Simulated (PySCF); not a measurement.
# Correlation energy of Fe (iron, neutral)

[Ar] 3d5 4s2 5s1, high-spin 7S determinant (an excited configuration). Computed with PySCF 2.14 in aug-cc-pVTZ-DK, with scalar relativity by spin-free X2C-1e. Frozen: [Ar]; 8 electrons correlated.

MP2 pair energies summed by pair of shells (mhartree):

| pair | energy | share (%) |
| --- | --- | --- |
| 3d-3d | -68.11 | 51.8 |
| 3d-4s | -31.66 | 24.1 |
| 4s-4s | -25.41 | 19.3 |
| 4s-5s | -5.30 | 4.0 |
| 3d-5s | -1.06 | 0.8 |

Total MP2 correlation energy: -131.54 mhartree.

Same-spin part -84.80 and opposite-spin part -46.74 mhartree; SCS-MP2 scales them by 1/3 and 6/5 to -84.35 mhartree.
